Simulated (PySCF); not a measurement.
# Radial density of Re⁷¹⁺ (rhenium, charge +71)

UHF, [He] 2s2, closed-shell 1S. Calculation: PySCF 2.14, in an uncontracted even-tempered set (18 s from 53 bohr⁻², ratio 2.2; 8 p from 80 bohr⁻², ratio 2.4; 5 d from 240 bohr⁻², ratio 2.4; 5 f from 360 bohr⁻², ratio 2.4; 4 g from 540 bohr⁻², ratio 2.4); the spin-free X2C one-electron Hamiltonian (Gaussian nucleus).

| r (bohr) | 4πr²ρ (e/bohr) |
| --- | --- |
| 0.0139 | 88.91 |
| 0.0233 | 45.96 |
| 0.0392 | 24.13 |
| 0.0659 | 30.14 |
| 0.111 | 9.439 |
| 0.187 | 0.2406 |
| 0.314 | 0.0001681 |

Densities and radii are taken from the X2C orbitals without a picture-change correction, which distorts them close to the nucleus.
